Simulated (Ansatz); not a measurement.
Input file for AlBrH₆Si₂:

```yaml
crystal:
  periodic: [false, false, false]
  atoms:
    - {symbol: Al, position_ang: [-1.704616, 1.500846, 0.400479]}
    - {symbol: Si, position_ang: [0.110403, 0.363573, -0.711589]}
    - {symbol: Si, position_ang: [1.656532, -1.099797, 0.254317]}
    - {symbol: Br, position_ang: [-1.918254, -0.887318, -0.672994]}
    - {symbol: H, position_ang: [-2.600900, 2.473019, -0.466234]}
    - {symbol: H, position_ang: [-1.811934, 1.302899, 1.965548]}
    - {symbol: H, position_ang: [0.377585, 0.496210, -2.172214]}
    - {symbol: H, position_ang: [1.776732, -2.352715, -0.536698]}
    - {symbol: H, position_ang: [1.214040, -1.420559, 1.635201]}
    - {symbol: H, position_ang: [2.983511, -0.427358, 0.307084]}
basis:
  gaussian: {orbitals: def2-TZVPP}
correlation: {method: ccsd_t}
output: {orbitals: {seedname: orbitals}}
```

```sh
$ ansatz run in.yaml --threads 4 --pin off --events-out ev --progress --plain
```

The program prints (abridged):

```
Functional definition: HF
1519 factors; integrals over basis functions are off by at most 1.7e-3 eV
mean field evaluation 1: about -92401.0059 eV, gradient 1.6e1 eV
mean field evaluation 2: about -92401.2853 eV, gradient 1.6e1 eV
mean field evaluation 4: about -92402.9638 eV, gradient 2.8e0 eV
mean field evaluation 8: about -92402.9918 eV, gradient 1.6e-1 eV
mean field -92402.99197082 eV, -3395.7473219300 hartree, gradient 6.3e-6 eV, S^2 0.000000; 0 other end points of the search recorded, 0 dependent functions left out
24 core orbitals not correlated: weight in the atoms' cores, before any rotation towards them, 0.999 or more for the frozen orbitals, at most 0.001 for the correlated occupied ones
reference -92402.99197082 eV, -3395.7473219300 hartree; 17, 17 occupied and 217, 217 virtual orbitals, 1519 factors
second order -16.59786879 eV of doubles, -0.00000000 eV of singles
cycle   1  -17.56828711 eV  change   -9.7e-1 eV  update   1.0e-1
cycle   2  -18.15243927 eV  change   -5.8e-1 eV  update   3.2e-2
cycle   3  -18.21293341 eV  change   -6.0e-2 eV  update   1.4e-2
cycle   4  -18.19995986 eV  change    1.3e-2 eV  update   4.0e-3
cycle   5  -18.20019178 eV  change   -2.3e-4 eV  update   1.5e-3
cycle   6  -18.19989242 eV  change    3.0e-4 eV  update   4.7e-4
cycle   7  -18.19968732 eV  change    2.1e-4 eV  update   1.7e-4
cycle   8  -18.19980699 eV  change   -1.2e-4 eV  update   8.0e-5
cycle   9  -18.19983538 eV  change   -2.8e-5 eV  update   3.2e-5
perturbative correction -0.66870587 eV, -0.0245744874 hartree
Total energy: -92421.86051207 eV, -3396.4407280314 hartree
```

It took 57 s on 4 threads of a server CPU on a shared host, with 5.7 GiB of host memory at the peak.

The correlation energy is -18.869 eV, 3.5 % of it from (T); the T1 diagnostic reads 0.0111.
